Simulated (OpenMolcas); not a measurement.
## Be II: input and output

Input:

```
&GATEWAY
Coord
1

Be 0.0 0.0 0.0
Basis=ANO-R2
Group=XYZ
NoMove
AngMom=0.0 0.0 0.0
AMFI
&SEWARD
&RASSCF
FileOrb=start.orb
Symmetry=1
Spin=2
nActEl=1 0 0
Inactive=1 0
Ras2=1 3
CIRoot=1 1 1
SDav=1
CIMx=300
Iter=120 100
PrWF=0.3
OrbListing=Nothing
MaxOrb=0
Atom
>>> COPY $Project.JobIph JOB001
&RASSCF
FileOrb=start.orb
Symmetry=2
Spin=2
nActEl=1 0 0
Inactive=1 0
Ras2=1 3
CIRoot=3 3 1
SDav=3
CIMx=300
Iter=120 100
PrWF=0.3
OrbListing=Nothing
MaxOrb=0
Atom
>>> COPY $Project.JobIph JOB002
&RASSI
NrOfJobIphs=2 1 3
1
1 2 3
IphNames
JOB001
JOB002
EJob
SpinOrbit
DIPRint=1.0
SOCoupling=1000.0
Subsets=2
MEES
Property=10
'ANGMOM' 1 'ANGMOM' 2 'ANGMOM' 3 'MLTPL  1' 1 'MLTPL  1' 2 'MLTPL  1' 3
'AMFI' 1 'AMFI' 2 'AMFI' 3 'MLTPL  2' 6
SOProperty=3
'ANGMOM' 1 'ANGMOM' 2 'ANGMOM' 3
```

A driver script runs the steps one by one and writes start.orb anew before each from the orbitals found so far.

Output, cut to the results:

```
--- SEWARD ---
Basis set label: BE.ANO-R...4S3P1D.

      Electronic valence basis set:
      ------------------
      Associated Effective Charge   4.000000 au
      Associated Actual Charge      4.000000 au
      Nuclear Model: Finite nucleus - Gaussian distribution
        Gaussian exponent, Xi/bohr**(-2):  7.87888E+08

      Shell  nPrim  nBasis  Cartesian Spherical Contaminant
         s      11       4        X
         p       7       3        X
         d       3       1                 X
                  Relativistic X2C integrals
                  Atomic mean-field integrals
--- RASSCF ---
Wave function specifications:
      -----------------------------

      Number of closed shell electrons           2
      Number of electrons in active shells       1
      Max number of holes in RAS1 space          0
      Max nr of electrons in RAS3 space          0
      Number of inactive orbitals                1
      Number of active orbitals                  4
      Number of secondary orbitals              13
      Spin quantum number                      0.5
      State symmetry                             1
Orbital specifications:
      -----------------------

      Symmetry species                           1   2
                                                ag  au
      Frozen orbitals                            0   0
      Inactive orbitals                          1   0
      Active orbitals                            1   3
      RAS1 orbitals                              0   0
      RAS2 orbitals                              1   3
      RAS3 orbitals                              0   0
      Secondary orbitals                         7   6
      Deleted orbitals                           0   0
      Number of basis functions                  9   9
      Number of CSFs                             1
      Number of root(s) required                 1
      Iter CI   SX   CI       RASSCF       Energy    max ROT     max BLB   max BLB  Level Ln srch  Step   QN
          iter iter root      energy       change     param      element    value   shift minimum  type update
 Nr of preliminary CI iterations:   1
 ###############################################################################
 ###############################################################################
 ###                                                                         ###
 ###                                                                         ###
 ###    WARNING: Problems in orbital optimization.                           ###
 ###                                                                         ###
 ###                                                                         ###
 ###############################################################################
 ###############################################################################
  Warning: In symmetry  2, orbital p=   1 has diagonal density matrix element D(p,p) close to zero. D(p,p)=  0.000000E+00
  Warning: In symmetry  2, orbital p=   2 has diagonal density matrix element D(p,p) close to zero. D(p,p)=  0.000000E+00
        ...
  Warning: In symmetry  2, orbital p=   1 has diagonal density matrix element D(p,p) close to zero. D(p,p)=  0.000000E+00
  Warning: In symmetry  2, orbital p=   2 has diagonal density matrix element D(p,p) close to zero. D(p,p)=  0.000000E+00
  Warning: In symmetry  2, orbital p=   3 has diagonal density matrix element D(p,p) close to zero. D(p,p)=  0.000000E+00
        4   1    1    1   -14.27936331   -5.33E-15   0.00E+00    1   4 1  5.54E-08   0.50   0.00    SX    NO
      Convergence after  4 iterations
        5   1    1    1   -14.27936331   -1.78E-15   0.00E+00    1   4 1  5.54E-08   0.50   0.00    SX    NO
      Natural orbitals and occupation numbers for root  1
      sym 1:   1.000000
      sym 2:   0.000000   0.000000   0.000000
::    RASSCF root number  1 Total energy:    -14.27936331
--- RASSCF ---
Wave function specifications:
      -----------------------------

      Number of closed shell electrons           2
      Number of electrons in active shells       1
      Max number of holes in RAS1 space          0
      Max nr of electrons in RAS3 space          0
      Number of inactive orbitals                1
      Number of active orbitals                  4
      Number of secondary orbitals              13
      Spin quantum number                      0.5
      State symmetry                             2
...
--- RASSI ---
SPIN-FREE ENERGIES:
  (Shifted by EMIN (a.u.) =        -14.2793633092)

 SF State       Relative EMIN(au)   Rel lowest level(eV)    D:o, cm**(-1)      L_eff

     1             0.0000000000        0.0000000000              0.0000         0.0
     2             0.1468304260        3.9954594356          32225.5536         1.0
     3             0.1468304260        3.9954594356          32225.5536         1.0
     4             0.1468304260        3.9954594356          32225.5536         1.0
     Dipole printing threshold changed to   1.00000000E+00

++ Dipole transition strengths (spin-free states):
   -----------------------------------------------
     for osc. strength at least  1.00000000E+00

  ( Max oscillator strength is only   0.17203875654724909      )
--
Eigenvalues of complex Hamiltonian:
   -----------------------------------
  (Shifted by EMIN (a.u.) =        -14.2793633092)

 SO State       Relative EMIN(au)   Rel lowest level(eV)    D:o, cm**(-1)     J-value

     1             0.0000000000        0.0000000000              0.0000         0.4
     2             0.0000000000        0.0000000000              0.0000         0.4
     3             0.1468154203        3.9950511098          32222.2603         0.4
     4             0.1468154203        3.9950511098          32222.2603         0.4
     5             0.1468379289        3.9956635986          32227.2003         1.4
     6             0.1468379289        3.9956635986          32227.2003         1.4
     7             0.1468379289        3.9956635986          32227.2003         0.8
     8             0.1468379289        3.9956635986          32227.2003         0.8
Weights of the five most important spin-orbit-free states for each spin-orbit state.

 SO State  Total energy (au)           Spin-free states, spin, and weights
 -------------------------------------------------------------------------------------------------------
...
```

The J values that RASSI prints are effective ones from its own formula and need not be integers or half-integers; the table below assigns J from the states.

Levels above the lowest, from the spin-orbit matrix, grouped by J:

```csv
Configuration,Term,J,E (cm⁻¹),Measured (cm⁻¹),Term weight %
2s,²S,1/2,0.0,0.0,100
2p,²P°,1/2,32222,31929,100
2p,²P°,3/2,32227,31935,100
```

Against the 2 measured excited levels shown (NIST Handbook of Basic Atomic Spectroscopic Data) the mean absolute deviation is 290 cm-1; the largest miss in energy is 2p ²P°_1/2: computed 32222, measured 31929 cm⁻¹ (+0.9 %).

ANO sets are built for ground and valence states and can reach diffuse excited orbitals poorly. With one active electron the reference holds no correlation, so core polarisation is missing. The ANO-R sets hold no well-fitted valence p shell for this element, so s → p excitations can come out far too high. Computed and measured levels are paired by configuration, term and J; levels that our copy of the source lacks, or whose pairing is in doubt (as where it misses far off the trend of its configuration), stay unpaired and out of the deviations. Only configurations of the active space appear.

The term weight is that of the spin-free term in the level, not the purity of its configuration. ° marks odd parity.
